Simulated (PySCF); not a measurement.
# P: excitation energy

P [Ne] 3s2 3p3 (4S) → P [Ne] 3s1 3p4 (4P), as a difference of total energies. All numbers are calculated (PySCF 2.14, scalar relativity by spin-free X2C-1e, in aug-cc-pVQZ-DK). Correlated levels: valence: [Ne] frozen. The calculations carry no spin-orbit coupling.

Question: Order these methods by the excitation energy they give, lowest first.
A. PBE
B. r2SCAN
C. M06-2X
D. MP2 (valence)

Answer: B (7.673 eV), A (7.994 eV), D (8.103 eV), C (8.162 eV).

Errors of the correlated levels include the incompleteness of this basis and the frozen core.

For comparison: 7.395 eV (measured; NIST levels, between the centres of gravity of the two terms).
